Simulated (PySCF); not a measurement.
C4H7NOP (charge +1).
SMILES with atom numbers: `[NH2:1][PH2+:2][c:3]1[cH:4][cH:5][o:6][cH:7]1` (hydrogens: H8, H9 on N1; H10, H11 on P2; H12 on C4; H13 on C5; H14 on C7)

A GFN2-xTB structure was refined with PBE0-D3(BJ)/def2-SVP geometry optimisation, gas phase in PySCF. Its GFN2-xTB values:

```json
{"coordinate": "N1–P2", "GFN2-xTB": "1.634 Å"}
{"coordinate": "N1–H8", "GFN2-xTB": "1.015 Å"}
{"coordinate": "P2–C3", "GFN2-xTB": "1.763 Å"}
{"coordinate": "P2–H10", "GFN2-xTB": "1.387 Å"}
{"coordinate": "P2–H11", "GFN2-xTB": "1.378 Å"}
{"coordinate": "C3–C4", "GFN2-xTB": "1.429 Å"}
{"coordinate": "C3–C7", "GFN2-xTB": "1.383 Å"}
{"coordinate": "C4–C5", "GFN2-xTB": "1.359 Å"}
{"coordinate": "C4–H12", "GFN2-xTB": "1.070 Å"}
{"coordinate": "C5–O6", "GFN2-xTB": "1.340 Å"}
{"coordinate": "C5–H13", "GFN2-xTB": "1.073 Å"}
{"coordinate": "O6–C7", "GFN2-xTB": "1.317 Å"}
{"coordinate": "C7–H14", "GFN2-xTB": "1.073 Å"}
{"coordinate": "N1–P2–C3", "GFN2-xTB": "109.2°"}
{"coordinate": "P2–C3–C4", "GFN2-xTB": "126.8°"}
{"coordinate": "P2–C3–C7", "GFN2-xTB": "127.4°"}
{"coordinate": "C3–C4–C5", "GFN2-xTB": "105.2°"}
{"coordinate": "C3–C7–O6", "GFN2-xTB": "109.8°"}
{"coordinate": "C4–C3–C7", "GFN2-xTB": "105.7°"}
{"coordinate": "C4–C5–O6", "GFN2-xTB": "110.6°"}
{"coordinate": "C5–O6–C7", "GFN2-xTB": "108.7°"}
{"coordinate": "N1–P2–C3–C4", "GFN2-xTB": "156°"}
```

**Question.** How do these coordinates change at the PBE0-D3(BJ)/def2-SVP level?

**Answer.** 
```csv
coordinate,PBE0-D3(BJ)/def2-SVP (Å or °),change
P2–H11,1.411,+0.033
P2–H10,1.417,+0.030
C4–H12,1.088,+0.018
C7–H14,1.089,+0.016
P2–C3,1.748,-0.015
C5–H13,1.087,+0.014
C5–O6,1.354,+0.014
C3–C4,1.440,+0.011
N1–P2,1.640,+0.006
O6–C7,1.322,+0.005
C3–C7,1.379,-0.004
N1–H8,1.017,+0.002
C4–C5,1.359,0.000
P2–C3–C7,125.6,-1.8
P2–C3–C4,128.0,+1.2
N1–P2–C3,110.4,+1.2
C4–C3–C7,106.4,+0.7
C3–C7–O6,109.3,-0.5
C5–O6–C7,109.0,+0.3
C4–C5–O6,110.4,-0.2
C3–C4–C5,104.9,-0.3
N1–P2–C3–C4,144,-12
```

The energy falls by 8.6 kJ/mol over 9 energy and gradient evaluations, the largest force component goes from 0.0159 to 3.3e-04 Eh/bohr, and the atoms move by 0.137 Å rms after alignment. The bond that changes most is P2–H11 (ends: phosphorus bonded to C, N and 2 H; P–H hydrogen), which lengthens by 0.033 Å. Bonds longer at the end by more than 0.005 Å: 8 of 14; shorter: 1. Among the dihedrals that turn most is H8–N1–P2–H11, from 48° to 31°. Rotational constants go from 6073, 1396, 1170 to 5974, 1389, 1180 MHz.

The run used 137 basis functions and 63 SCF cycles in all.

No PBE0-D3(BJ)/def2-SVP frequencies stand behind this structure, so it isn't proved a minimum.

One conformer stands for the species.
